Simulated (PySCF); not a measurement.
PySCF input file for Sn(H)(SH)3 (H₄S₃Sn), SMILES [SH][SnH]([SH])[SH], PBE-D3(BJ)/def2-SVP. Geometry optimised at PBE-D3(BJ)/def2-SVP. The structure was generated by enumeration; whether it is a known compound was not checked. The def2 effective core potentials stand for the cores of Sn; spin–orbit coupling is left out. One conformer was computed; it need not be the lowest.

```python
import numpy as np
from pyscf import gto, scf, dft, df
from pyscf.hessian import thermo

mol = gto.M(
    atom='''
    Sn   -0.00000000    0.00000000    0.44709255
    S    -2.19736461    0.62206593   -0.42805345
    S     0.55995741   -2.21400654   -0.42805345
    S     1.63740720    1.59194061   -0.42805345
    H     0.00000000   -0.00000000    2.17354439
    H    -2.13242273   -0.40127227   -1.32720206
    H     1.41372335   -1.64609613   -1.32720206
    H     0.71869939    2.04736839   -1.32720206
    ''',
    basis='def2-SVP',
    ecp={'Sn': 'def2-svp'},
    charge=0,
    spin=0,
    max_memory=1600,
    verbose=3,
)
mf = dft.RKS(mol, xc='pbe').density_fit(auxbasis='def2-universal-jkfit')
mf.disp = 'd3bj'
mf.grids.level = 3
mf.conv_tol = 1e-11
mf.max_cycle = 100
mf.kernel()

# [left out here: the lines that compute and print the analytic Hessian (its translational invariance restored by hand, since the grid's response is missing), thermochemistry and intensities]
```

It prints:

```
converged SCF energy = -1410.45906024094

WARN: DFTD3 does not support analytical Hessian, using finite difference


WARN: Mole.unit (angstrom) is changed to Bohr

Mode                                 0                   1                   2
Irrep
Freq [cm^-1]                       69.2441             69.2711            105.2058
Reduced mass [au]                   2.9082              2.9177             15.4359
Force const [Dyne/A]                0.0082              0.0082              0.1007
Char temp [K]                      99.6269             99.6657            151.3677
Normal mode                   x     y     z       x     y     z       x     y     z
       0  Sn                 0.02  0.01  0.00   -0.01  0.02 -0.00    0.00 -0.00 -0.05
       1   S                 0.02 -0.05 -0.03   -0.04 -0.08  0.03   -0.04  0.01  0.07
       2   S                -0.09 -0.02 -0.01   -0.01  0.03 -0.04    0.01 -0.04  0.07
       3   S                -0.01  0.06  0.04    0.07 -0.05  0.01    0.03  0.03  0.07
       4   H                 0.10  0.00  0.00   -0.00  0.10 -0.00    0.00 -0.00 -0.05
       5   H                -0.11 -0.33  0.28    0.08  0.03 -0.09   -0.09  0.07 -0.00
       6   H                -0.11 -0.08 -0.06    0.33  0.03  0.28   -0.01 -0.11 -0.01
       7   H                 0.10 -0.20 -0.21    0.20 -0.18 -0.19    0.11  0.04 -0.00
Mode                                 3                   4                   5
Irrep
Freq [cm^-1]                      129.9788            130.0359            225.2819
Reduced mass [au]                   1.4796              1.4772              1.0219
Force const [Dyne/A]                0.0147              0.0147              0.0306
Char temp [K]                     187.0106            187.0926            324.1304
Normal mode                   x     y     z       x     y     z       x     y     z
       0  Sn                 0.02  0.00  0.00    0.00 -0.02 -0.00   -0.00  0.00  0.01
       1   S                 0.01 -0.05 -0.00    0.03  0.05  0.01   -0.00 -0.01  0.00
       2   S                -0.07 -0.02  0.01   -0.00 -0.02 -0.00    0.01  0.00  0.00
       3   S                -0.01  0.04 -0.00   -0.06  0.04 -0.01   -0.01  0.01  0.00
       4   H                -0.06  0.01  0.00    0.01  0.06 -0.00    0.00 -0.00  0.00
       5   H                 0.32  0.34 -0.43    0.04  0.17 -0.12    0.24  0.35 -0.38
       6   H                 0.09 -0.10  0.11    0.48 -0.06  0.43   -0.42  0.04 -0.38
       7   H                -0.18  0.32  0.32    0.06 -0.33 -0.31    0.18 -0.38 -0.38
Mode                                 6                   7                   8
Irrep
Freq [cm^-1]                      322.8097            343.3063            343.3160
Reduced mass [au]                  21.8004             18.4413             18.4425
Force const [Dyne/A]                1.3385              1.2806              1.2807
Char temp [K]                     464.4513            493.9413            493.9553
Normal mode                   x     y     z       x     y     z       x     y     z
       0  Sn                 0.00  0.00 -0.03   -0.02 -0.04 -0.00    0.04 -0.02  0.00
       1   S                 0.09 -0.02  0.04    0.02 -0.00  0.01   -0.11  0.03 -0.04
       2   S                -0.02  0.09  0.04   -0.03  0.08  0.04   -0.02  0.07  0.03
       3   S                -0.06 -0.06  0.04    0.07  0.08 -0.04   -0.03 -0.03  0.02
       4   H                -0.00 -0.00 -0.03   -0.03  0.02 -0.00   -0.02 -0.03  0.00
       5   H                 0.07 -0.02  0.03   -0.03 -0.01  0.01   -0.11  0.04 -0.06
       6   H                -0.02  0.07  0.03   -0.03  0.11  0.05    0.01  0.04  0.04
       7   H                -0.05 -0.05  0.03    0.08  0.05 -0.06   -0.05 -0.06  0.02
Mode                                 9                  10                  11
Irrep
Freq [cm^-1]                      516.8020            516.8135            667.1934
Reduced mass [au]                   1.0325              1.0325              1.0642
Force const [Dyne/A]                0.1625              0.1625              0.2791
Char temp [K]                     743.5630            743.5796            959.9427
Normal mode                   x     y     z       x     y     z       x     y     z
       0  Sn                -0.01 -0.00  0.00    0.00 -0.01  0.00   -0.00 -0.00 -0.01
       1   S                -0.01  0.01 -0.01    0.00  0.00 -0.00   -0.02  0.01  0.00
       2   S                 0.00  0.01  0.01    0.00 -0.01 -0.01   -0.00 -0.02  0.00
       3   S                -0.01 -0.00  0.00   -0.01 -0.00  0.01    0.02  0.01  0.00
       4   H                 0.92 -0.14  0.00    0.14  0.92 -0.00    0.00  0.00 -0.00
       5   H                 0.23  0.00  0.01   -0.12  0.03 -0.04    0.51 -0.13  0.20
       6   H                 0.03  0.01  0.03   -0.12  0.23  0.03   -0.14  0.50  0.20
       7   H                 0.13  0.18 -0.04    0.06  0.13  0.01   -0.37 -0.38  0.20
Mode                                12                  13                  14
Irrep
Freq [cm^-1]                      682.2776            682.3238           1853.0295
Reduced mass [au]                   1.0589              1.0589              1.0162
Force const [Dyne/A]                0.2904              0.2905              2.0559
Char temp [K]                     981.6456            981.7120           2666.0968
Normal mode                   x     y     z       x     y     z       x     y     z
       0  Sn                 0.01 -0.00 -0.00    0.00  0.01 -0.00   -0.00  0.00  0.01
       1   S                -0.01  0.01  0.00    0.02 -0.02 -0.00   -0.00  0.00  0.00
       2   S                -0.00 -0.01  0.00   -0.01 -0.03  0.00    0.00 -0.00  0.00
       3   S                -0.03 -0.01 -0.00   -0.00 -0.00 -0.00    0.00  0.00  0.00
       4   H                -0.31 -0.06 -0.00    0.06 -0.31  0.00    0.00 -0.00 -0.99
       5   H                 0.44 -0.12  0.18   -0.51  0.15 -0.22    0.00 -0.00  0.01
       6   H                -0.05  0.22  0.10   -0.16  0.64  0.27   -0.00  0.00  0.01
       7   H                 0.49  0.48 -0.28    0.09  0.09 -0.05   -0.00 -0.00  0.01
Mode                                15                  16                  17
Irrep
Freq [cm^-1]                     2612.7065           2613.1455           2613.1585
Reduced mass [au]                   1.0384              1.0384              1.0384
Force const [Dyne/A]                4.1763              4.1777              4.1778
Char temp [K]                    3759.1030           3759.7346           3759.7533
Normal mode                   x     y     z       x     y     z       x     y     z
       0  Sn                -0.00 -0.00 -0.00    0.00  0.00 -0.00   -0.00  0.00  0.00
       1   S                 0.00 -0.01 -0.01   -0.00  0.02  0.02    0.00 -0.01 -0.01
       2   S                 0.01  0.01 -0.01    0.00  0.00 -0.00   -0.02 -0.01  0.02
       3   S                -0.01  0.01 -0.01   -0.01  0.01 -0.01   -0.01  0.01 -0.01
       4   H                 0.00 -0.00  0.01   -0.00  0.00  0.00   -0.00 -0.00 -0.00
       5   H                -0.02  0.44  0.39    0.03 -0.55 -0.49   -0.01  0.21  0.19
       6   H                -0.34 -0.22  0.36   -0.08 -0.05  0.08    0.50  0.33 -0.53
       7   H                 0.38 -0.19  0.37    0.43 -0.22  0.42    0.32 -0.16  0.32
temperature 298.1500 [K]
pressure 101325.00 [Pa]
Rotational constants [GHz] 1.63604 1.63604 0.97970
Symmetry number 3
Zero-point energy (ZPE) 0.03302 [Eh]   86704.736 [J/mol]
                           tot       elec      trans        rot        vib
Entropy [J/mol/K]       395.422      0.000    175.952    113.020    106.450
Cv [J/mol/K]            114.519      0.000     12.472     12.472     89.576
Cp [J/mol/K]            122.833      0.000     20.786     12.472     89.576
Internal energy [J/mol]                      3718.434   3718.434 102763.175
Internal energy [Eh]   -1410.41709  -1410.45906
Enthalpy [J/mol]                             6197.391   3718.434 102763.175
Enthalpy [Eh]          -1410.41614
Gibbs free energy [J/mol]                  -46262.761 -29978.489  71025.104
Gibbs free energy [Eh] -1410.46105
mode   freq/cm-1   IR/(km/mol)
   1       69.24         3.618
   2       69.27         3.618
   3      105.21        10.607
   4      129.98        10.660
   5      130.04        10.663
   6      225.28        13.497
   7      322.81         5.019
   8      343.31        40.605
   9      343.32        40.590
  10      516.80        45.937
  11      516.81        45.958
  12      667.19         3.718
  13      682.28        31.396
  14      682.32        31.390
  15     1853.03       125.336
  16     2612.71         0.629
  17     2613.15         1.799
  18     2613.16         1.801
max |gradient| / (hartree/bohr): 6.721655174563127e-05
APT charges: [ 1.4344 -0.4427 -0.4427 -0.4427 -0.2903  0.0613  0.0613  0.0613]
```

The run converged.
